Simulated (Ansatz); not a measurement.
ReOBr3, SMILES [Br][Re]([Br])([Br])=[O] (connectivity only; charge and spin as stated), neutral, multiplicity 3.

Geometry: PBE0-D3(BJ)/def2-SVP. The multiplicity is an assumed one; other spin states were not compared. The def2 effective core potentials stand for the cores of Re; spin–orbit coupling is left out.

Two levels are set side by side: PBE/def2-TZVPD (Ansatz, a program for electronic structure) and CAM-B3LYP/def2-TZVPD (Ansatz). Energy differences of separate SCF runs at the same geometry; the states with an electron removed or added have multiplicity 2 and 2. Differences are taken from unrounded values.

```csv
quantity,CAM-B3LYP
vertical ionisation energy (eV),9.13
vertical electron affinity (eV),2.56
```

Q: What does PBE give, and how far is it from CAM-B3LYP? (The exact figures need the calculation; the answer reports its results.)

A: 
```json
[
 {"quantity": "vertical ionisation energy (eV)", "PBE": "8.29", "PBE minus CAM-B3LYP": "-0.84"},
 {"quantity": "vertical electron affinity (eV)", "PBE": "2.04", "PBE minus CAM-B3LYP": "-0.52"}
]
```
